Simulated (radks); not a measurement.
La3+, 54 electrons, occupied as [Xe]. Method: scalar-relativistic Kohn-Sham, BP86, spin-unpolarised, spherical densities, finite nucleus; Fermi nuclear charge, rms radius 4.855 fm; computed with a radial shooting solver on a logarithmic mesh with Libxc functionals.

Unscreened Slater integrals over Kohn-Sham orbitals (cm^-1).

integral    value
F0(5p,5p)  112520
F2(5p,5p)   61100
F0(5p,5s)  119370
G1(5p,5s)   80462
F0(5p,4d)  139770
F2(5p,4d)   40929
G1(5p,4d)   11854
G3(5p,4d)   11515
F0(5p,4p)  141520
F2(5p,4p)   37169
G0(5p,4p)  7331.2
G2(5p,4p)  9505.0
F0(5s,5s)  128130
F0(5s,4d)  156040
G2(5s,4d)   17750
F0(5s,4p)  158360
G1(5s,4p)   12038
F0(4d,4d)  257700
F2(4d,4d)  131280
F4(4d,4d)   87769
F0(4d,4p)  270000
F2(4d,4p)  138520
G1(4d,4p)  176230
G3(4d,4p)  110090
F0(4p,4p)  284450
F2(4p,4p)  149450
